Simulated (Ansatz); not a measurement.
Cost and result up the ladder for the cluster PdS₂ (3 atoms). Total charge 0; singlet. Geometry: B3LYP-D4/def2-TZVP.

```xyz
3

Pd   -0.5124    0.0785   -0.0991
S    -0.1080   -0.0364    1.9345
S     0.6204   -0.0421   -1.8353
```

Ansatz on 2 threads of Arm Neoverse V2 on a shared host. Times are rough, and most runs start from the orbitals of an earlier one. PBE0-D4/def2-TZVP serves as the yardstick here, not as an exact answer. Binding counts from free atoms at the same level (Pd singlet, S triplet; other spins of the atoms weren't run), without zero-point energy or a counterpoise term.

In the def2 sets Pd takes a core potential; there is no spin–orbit coupling. HSE06 is defined as in plane-wave codes, on full-range PBE exchange. No other spin state of charge 0 was run. Another isomer (triplet) lies 2.04 eV lower at PBE0-D4/def2-TZVP; other spin states weren't run for this one.

Run but left out: CCSD(T)/def2-TZVPP (unstable by the stability test).

```tsv
level	functions	wall time	binding energy per atom (eV)	difference from PBE0-D4/def2-TZVP (eV)	remarks
PBE-D4/def2-TZVP (with forces)	114	1.4 s	2.10	0.55	restricted, untested
PBE0-D4/def2-TZVP	114	1.7 s	1.55	0.00	–
HSE06-D4/def2-TZVP	114	1.9 s	1.57	0.02	–
r2SCAN-D4/def2-TZVP	114	3.7 s	1.99	0.44	restricted, untested
HF/def2-TZVP	114	4.6 s	-0.56	-2.11	–
```
